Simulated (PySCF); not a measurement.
**Mercury: a sound run and one with changed settings**

Sound run: Hg [Xe] 4f14 5d10 6s2, Hg⁺ [Xe] 4f14 5d10 6s1. Calculation: PySCF 2.14, in def2-SVP with the def2 core potential (60 electrons); scalar relativity through the core potential. The sound run starts from symmetry-adapted Hartree-Fock orbitals and uses a fine grid where one is needed.

Changed run: initial guess 1e, at most 2 SCF cycles. This setting is unsound on purpose.

```json
{"species": "Hg", "method": "UHF", "sound run (hartree)": "-152.55040", "changed run (hartree)": "-151.94849", "converged": "no"}
{"species": "Hg", "method": "PBE0", "sound run (hartree)": "-153.51015", "changed run (hartree)": "-151.29858", "converged": "no"}
{"species": "Hg", "method": "LDA", "sound run (hartree)": "-153.29768", "changed run (hartree)": "-150.39749", "converged": "no"}
{"species": "Hg⁺", "method": "UHF", "sound run (hartree)": "-152.23766", "changed run (hartree)": "-152.13643", "converged": "no"}
{"species": "Hg⁺", "method": "PBE0", "sound run (hartree)": "-153.13660", "changed run (hartree)": "-152.08856", "converged": "no"}
{"species": "Hg⁺", "method": "LDA", "sound run (hartree)": "-152.89752", "changed run (hartree)": "-151.32246", "converged": "no"}
```

The SCF was stopped early; the energies are upper bounds that still move, and correlated levels were skipped or rest on poor orbitals.
